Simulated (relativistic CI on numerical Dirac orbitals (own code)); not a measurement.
# Sc: q coefficients and field-shift factors

Calculated at this level of theory: Dirac-Coulomb-Breit CI, orbitals from a KLI potential per configuration, valence Slater integrals scaled by 0.85, P86 correlation energy added to each configuration, derivatives by finite differences, QED left out (own radial code, finite nucleus).

CI space (outside the closed core [Ar]): 3d4s², 3d²4s, 3d4s4p, 4s²4p, 3d²4p, 3d³, 3d4s4d, 3d4p², 4p³. Double excitations out of closed p, d and f shells are left out; levels of such configurations are missing from the list, as are those of other unlisted configurations, and high levels can miss mixing partners.

With x = (α/α₀)² − 1 an excitation energy changes as ω = ω₀ + qx; K = 2q/ω₀ is the relative enhancement. Terms are leading LS components, so labels can repeat. The field-shift factor is F = δν/δ⟨r²⟩ for the transition from the lowest level.

Lowest level 3d4s² ²D3/2.

```csv
Level,ω₀ (cm⁻¹),q (cm⁻¹),K,F (GHz/fm²)
3d4s² ²D5/2,147.0,141.2,1.92,0.00167
3d²4s ⁴F3/2,12546.3,970.1,0.155,-0.428
3d²4s ⁴F5/2,12567.9,989.8,0.158,-0.428
3d²4s ⁴F7/2,12597.9,1017,0.161,-0.427
3d²4s ⁴F9/2,12636.1,1052,0.167,-0.426
3d4s4p ⁴F°3/2,13517.2,111.9,0.0166,-0.142
3d4s4p ⁴F°5/2,13588.3,183.4,0.027,-0.141
3d4s4p ⁴F°7/2,13688.4,285.6,0.0417,-0.14
3d4s4p ⁴F°9/2,13814.9,412.4,0.0597,-0.139
3d4s4p ⁴D°1/2,13959.4,260.5,0.0373,-0.166
3d4s4p ⁴D°3/2,13992.2,292.4,0.0418,-0.166
3d4s4p ⁴D°5/2,14048.5,346.9,0.0494,-0.166
3d4s4p ⁴D°7/2,14133.6,434.2,0.0614,-0.165
3d4s4p ²D°5/2,14380.2,355.2,0.0494,-0.174
3d4s4p ²D°3/2,14394.2,370.3,0.0514,-0.174
3d4s4p ⁴P°1/2,15955.3,308.2,0.0386,-0.146
3d4s4p ⁴P°3/2,15967.7,313.7,0.0393,-0.145
3d4s4p ⁴P°5/2,16003.3,359.7,0.045,-0.146
3d4s4p ²P°1/2,16638.1,-464.1,-0.0558,0.166
3d4s4p ²P°3/2,16747.4,-320.4,-0.0383,0.154
3d²4s ²F5/2,16866.0,1068,0.127,-0.494
3d²4s ²F7/2,16942.4,1140,0.135,-0.492
3d²4s ⁴P1/2,19754.2,910.8,0.0922,-0.387
```

For a near-neutral ion this model can misplace configurations by up to about 10,000 cm⁻¹ (more where the count of f electrons changes) and terms by 10 to 25 % of their spread. Rates follow the energies as ν³ (E1, M1) or ν⁵ (E2), so they and the lifetimes can be off by large factors. The fine structure of a lone outer electron comes out too small, for d and f at times inverted, and misplaced configurations move strength between like terms.
